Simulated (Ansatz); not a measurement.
A nudged elastic band was laid between two geometries of BClFH2N + H2S (9 atoms, charge 0, multiplicity 1).

Computed with Ansatz, RHF/6-31G*.

- movable images: 5
- climbing image: yes
- spring: 5.0 eV/Å²
- optimiser: quadratic models (default)
- start path: through a guess of the saddle point
- force threshold: 0.05 eV/Å
- iteration limit: 60
- end points: relaxed

Initial state:

```xyz
9
Properties=species:S:1:pos:R:3
B 0.302 -0.682 -0.061
Cl 0.185 -2.084 1.023
N 1.234 -0.634 -1.082
H 1.886 -1.363 -1.262
H 1.311 0.156 -1.684
F -0.535 0.320 0.140
S 0.328 3.606 1.625
H 0.272 3.673 2.948
H -0.372 2.484 1.542
```

Final state:

```xyz
9
Properties=species:S:1:pos:R:3
B 0.255 0.647 -0.639
Cl -0.799 -0.244 4.143
N 1.485 0.294 -1.183
H 1.540 -0.355 -1.938
H 2.364 0.642 -0.878
F -0.857 0.119 -1.126
S 0.017 1.832 0.756
H 1.287 2.131 0.991
H -0.679 0.411 3.061
```

Question: What changes between the two ends?

Answer: Bonds broken: B1–Cl2, S7–H9. Bonds formed: B1–S7, Cl2–H9. BClFH2N + H2S becomes BFH3NS + ClH.

Question: What energy profile does the band end with?

Answer: The run converged. The highest image is number 3 of 0 to 6, 219.9 kJ/mol above the first end and 177.6 kJ/mol above the last; the last end lies 42.3 kJ/mol above the first. Neighbouring images differ by up to 2.2 eV, so the band resolves the path poorly. A vibrational analysis at the climbing image gives one clearly imaginary mode, 433i cm⁻¹: a first-order saddle point. The orbitals stay closed-shell, which can raise the energy where a bond breaks towards radicals; this wasn't checked here.

```json
{"image": "0", "path coordinate (Å)": "0.00", "energy (kJ/mol)": "0.0", "B1–Cl2 (Å)": "1.78", "S7–H9 (Å)": "1.33", "B1–S7 (Å)": "4.61"}
{"image": "1", "path coordinate (Å)": "2.44", "energy (kJ/mol)": "1.7", "B1–Cl2 (Å)": "1.78", "S7–H9 (Å)": "1.33", "B1–S7 (Å)": "4.00"}
{"image": "2", "path coordinate (Å)": "4.89", "energy (kJ/mol)": "2.9", "B1–Cl2 (Å)": "1.78", "S7–H9 (Å)": "1.33", "B1–S7 (Å)": "3.91"}
{"image": "3", "path coordinate (Å)": "7.33", "energy (kJ/mol)": "219.9", "B1–Cl2 (Å)": "2.72", "S7–H9 (Å)": "1.38", "B1–S7 (Å)": "1.97"}
{"image": "4", "path coordinate (Å)": "8.49", "energy (kJ/mol)": "53.3", "B1–Cl2 (Å)": "3.47", "S7–H9 (Å)": "2.50", "B1–S7 (Å)": "1.85"}
{"image": "5", "path coordinate (Å)": "9.64", "energy (kJ/mol)": "43.3", "B1–Cl2 (Å)": "4.39", "S7–H9 (Å)": "2.81", "B1–S7 (Å)": "1.85"}
{"image": "6", "path coordinate (Å)": "10.80", "energy (kJ/mol)": "42.3", "B1–Cl2 (Å)": "4.98", "S7–H9 (Å)": "2.80", "B1–S7 (Å)": "1.85"}
```

Question: What is the geometry of the highest image?

Answer: 
```xyz
9
Properties=species:S:1:pos:R:3:forces:R:3
B 0.043 0.414 -0.134 0.01 0.01 0.02
Cl 0.364 -0.687 2.331 0.00 0.00 0.01
N 1.246 0.221 -0.794 0.00 -0.01 -0.02
H 1.327 -0.603 -1.354 0.01 0.00 0.00
H 2.117 0.481 -0.385 0.00 0.00 0.00
F -1.101 -0.114 -0.467 -0.02 -0.01 -0.01
S -0.228 2.051 0.927 0.00 0.01 0.01
H 1.023 2.480 1.018 0.00 0.00 0.00
H -0.179 1.235 2.045 0.00 0.00 -0.01
```

Run time: 5.7 min on 1 thread of Arm Neoverse V2 (shared host), peak memory 0.18 GiB.
